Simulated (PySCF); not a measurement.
TiOF, SMILES [O]=[Ti][F] (connectivity only; charge and spin as stated), neutral, multiplicity 2.

Geometry optimised at PBE0-D3(BJ)/def2-TZVP. The spin state was assumed, not searched.

Two levels are set side by side: PBE/def2-TZVPD (PySCF) and B3LYP/def2-TZVPD (PySCF). Same geometry, gas phase. Differences are taken from unrounded values.

```csv
quantity,B3LYP
α-spin orbital gap (eV),2.46
β-spin orbital gap (eV),5.51
dipole moment (D),5.38
mean polarisability (bohr³),57.4
```

**Question.** What does PBE give, and how far is it from B3LYP? (The exact figures need the calculation; the answer reports its results.)

**Answer.** 
```tsv
quantity	PBE	PBE minus B3LYP
α-spin orbital gap (eV)	0.66	-1.80
β-spin orbital gap (eV)	4.16	-1.34
dipole moment (D)	4.63	-0.75
mean polarisability (bohr³)	69.3	12.0
```

PBE's more diffuse valence density responds more strongly to a field. Differences between two approximate levels are no errors against the true value.

Rough cost on one machine, each run with all the roots and properties that it gave: B3LYP against PBE within a factor of 2.
